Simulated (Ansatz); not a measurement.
```yaml
crystal:
  periodic: [false, false, false]
  atoms:
    - {symbol: S, position_ang: [-11.096822, -1.148362, 1.307524]}
    - {symbol: C, position_ang: [-9.361060, -0.890131, 1.449969]}
    - {symbol: C, position_ang: [-8.512075, -0.994248, 0.393444]}
    - {symbol: C, position_ang: [-7.061101, -0.837543, 0.426315]}
    - {symbol: C, position_ang: [-6.312549, -0.642178, 1.614732]}
    - {symbol: C, position_ang: [-4.928801, -0.484621, 1.576651]}
    - {symbol: C, position_ang: [-4.203861, -0.511755, 0.355760]}
    - {symbol: C, position_ang: [-2.758345, -0.330592, 0.377593]}
    - {symbol: C, position_ang: [-1.929990, -0.238818, -0.703693]}
    - {symbol: C, position_ang: [-0.484721, -0.062687, -0.693406]}
    - {symbol: C, position_ang: [0.204127, 0.081416, -1.923941]}
    - {symbol: C, position_ang: [1.587244, 0.252733, -1.969173]}
    - {symbol: C, position_ang: [2.368762, 0.285910, -0.787099]}
    - {symbol: C, position_ang: [3.811205, 0.458690, -0.892465]}
    - {symbol: C, position_ang: [4.716293, 0.478286, 0.128259]}
    - {symbol: C, position_ang: [6.160407, 0.649895, 0.015810]}
    - {symbol: C, position_ang: [6.833265, 0.852991, -1.216076]}
    - {symbol: C, position_ang: [8.217682, 1.010234, -1.275932]}
    - {symbol: C, position_ang: [8.996940, 0.971559, -0.097341]}
    - {symbol: S, position_ang: [10.758539, 1.162965, -0.089362]}
    - {symbol: C, position_ang: [8.346514, 0.771486, 1.139179]}
    - {symbol: C, position_ang: [6.959679, 0.615599, 1.186002]}
    - {symbol: C, position_ang: [1.678168, 0.141859, 0.447685]}
    - {symbol: C, position_ang: [0.298734, -0.026792, 0.493032]}
    - {symbol: C, position_ang: [-4.952144, -0.721077, -0.831020]}
    - {symbol: C, position_ang: [-6.335388, -0.879960, -0.793269]}
    - {symbol: H, position_ang: [-11.414373, -0.743429, 2.566901]}
    - {symbol: H, position_ang: [-8.994186, -0.657011, 2.461808]}
    - {symbol: H, position_ang: [-8.941550, -1.209163, -0.601291]}
    - {symbol: H, position_ang: [-6.822720, -0.620099, 2.589677]}
    - {symbol: H, position_ang: [-4.375961, -0.333371, 2.517612]}
    - {symbol: H, position_ang: [-2.318797, -0.251594, 1.386914]}
    - {symbol: H, position_ang: [-2.376352, -0.291239, -1.711649]}
    - {symbol: H, position_ang: [-0.373033, 0.058631, -2.861962]}
    - {symbol: H, position_ang: [2.090828, 0.362936, -2.942740]}
    - {symbol: H, position_ang: [4.181197, 0.578963, -1.925307]}
    - {symbol: H, position_ang: [4.349139, 0.348378, 1.160861]}
    - {symbol: H, position_ang: [6.259903, 0.891020, -2.154213]}
    - {symbol: H, position_ang: [8.703602, 1.166150, -2.251554]}
    - {symbol: H, position_ang: [10.900938, 1.322383, -1.433928]}
    - {symbol: H, position_ang: [8.933498, 0.738225, 2.069796]}
    - {symbol: H, position_ang: [6.470420, 0.459998, 2.160595]}
    - {symbol: H, position_ang: [2.241794, 0.163158, 1.392420]}
    - {symbol: H, position_ang: [-0.190825, -0.139613, 1.471918]}
    - {symbol: H, position_ang: [-4.437169, -0.767042, -1.802127]}
    - {symbol: H, position_ang: [-6.887031, -1.042170, -1.732920]}
basis:
  gaussian: {orbitals: pcseg-2, fitting: {mean_field: def2-universal-jkfit}}
hamiltonian: {xc: {name: B97}}
scf: {omitted_lower_state_checks: [starts]}
output: {forces: true}
```

```sh
$ ansatz run in.yaml --threads 2 --pin off --events-out ev --progress --plain --max-ram 22528MiB --backend cuda --devices 0, --max-vram 18GiB
```

Shortened log:

```
Functional definition: B97
2416 factors; integrals over basis functions are off by at most 1.2e0 eV
mean field evaluation 1: about -46830.5651 eV, gradient 1.4e2 eV
mean field evaluation 2: about -46454.4929 eV, gradient 3.0e2 eV
mean field evaluation 4: about -46873.9566 eV, gradient 4.8e1 eV
mean field evaluation 8: about -46882.0002 eV, gradient 2.0e0 eV
mean field evaluation 16: about -46882.0066 eV, gradient 3.0e-3 eV
mean field -46882.00664687 eV, -1722.8819665069 hartree, gradient 2.4e-5 eV, S^2 0.000000; 0 other end points of the search recorded, 0 dependent functions left out
reference -46882.00672118 eV, -1722.8819692378 hartree; 98, 98 occupied and 970, 970 virtual orbitals, 2416 factors
Total energy: -46882.00672118 eV, -1722.8819692378 hartree
Atom 0 force    -0.055380     0.135224     0.426902 eV/Å
Atom 1 force     0.733349     0.052775    -0.140675 eV/Å
Atom 2 force    -0.730776    -0.032788     0.173191 eV/Å
Atom 3 force     0.493785     0.058671     0.023368 eV/Å
Atom 4 force    -0.069466    -0.010340     0.054542 eV/Å
Atom 5 force     0.087955     0.015421     0.045235 eV/Å
Atom 6 force    -0.467309    -0.050029    -0.037246 eV/Å
Atom 7 force     0.653560     0.087984    -0.103254 eV/Å
Atom 8 force    -0.651140    -0.067692     0.104997 eV/Å
Atom 9 force     0.458384     0.059821    -0.018794 eV/Å
Atom 10 force    -0.128884    -0.014271    -0.024268 eV/Å
Atom 11 force     0.126607     0.015704    -0.033222 eV/Å
Atom 12 force    -0.461183    -0.056791     0.011513 eV/Å
Atom 13 force     0.660952     0.066256     0.062709 eV/Å
Atom 14 force    -0.663311    -0.074309    -0.059186 eV/Å
Atom 15 force     0.476158     0.055530    -0.043500 eV/Å
Atom 16 force    -0.045324     0.004898    -0.071383 eV/Å
Atom 17 force     0.082109     0.010981    -0.029176 eV/Å
Atom 18 force    -0.525977    -0.066196     0.087091 eV/Å
Atom 19 force     0.014850     0.052452    -0.475477 eV/Å
Atom 20 force     0.092399     0.012351    -0.014929 eV/Å
Atom 21 force    -0.113201    -0.018672     0.056410 eV/Å
Atom 22 force     0.021926     0.002755     0.076340 eV/Å
Atom 23 force    -0.015746    -0.014029     0.077330 eV/Å
Atom 24 force     0.059323    -0.010053    -0.058193 eV/Å
Atom 25 force    -0.088472    -0.008115    -0.042845 eV/Å
Atom 26 force     0.082564    -0.126070    -0.415984 eV/Å
Atom 27 force    -0.222475    -0.136630    -0.557559 eV/Å
Atom 28 force     0.203977     0.102343     0.503606 eV/Å
Atom 29 force     0.279497    -0.010212    -0.494985 eV/Å
Atom 30 force    -0.284554    -0.078030    -0.462551 eV/Å
Atom 31 force    -0.234595    -0.043156    -0.509865 eV/Å
Atom 32 force     0.237299     0.026718     0.508787 eV/Å
Atom 33 force     0.301197     0.012113     0.458632 eV/Å
Atom 34 force    -0.264431    -0.057636     0.477287 eV/Å
Atom 35 force    -0.198205    -0.062100     0.521814 eV/Å
Atom 36 force     0.197585     0.067771    -0.522517 eV/Å
Atom 37 force     0.323582    -0.014361     0.473446 eV/Å
Atom 38 force    -0.253764    -0.079481     0.496864 eV/Å
Atom 39 force    -0.014352    -0.048837     0.439861 eV/Å
Atom 40 force    -0.301397     0.016424    -0.468403 eV/Å
Atom 41 force     0.254466     0.078716    -0.479644 eV/Å
Atom 42 force    -0.318446    -0.014261    -0.476007 eV/Å
Atom 43 force     0.279705     0.058899    -0.495117 eV/Å
Atom 44 force    -0.295176     0.016082     0.492789 eV/Å
Atom 45 force     0.282335     0.084170     0.462068 eV/Å
Dipole moment:    -0.084325     0.073890     0.056663 e Å
Checks for a lower state left out: starts
```

Hardware: 2 threads of AMD EPYC 7R13 on a shared host and a share (18 GiB) of an NVIDIA H100 80GB HBM3. Wall time 16 s, peak host memory 1.7 GiB.
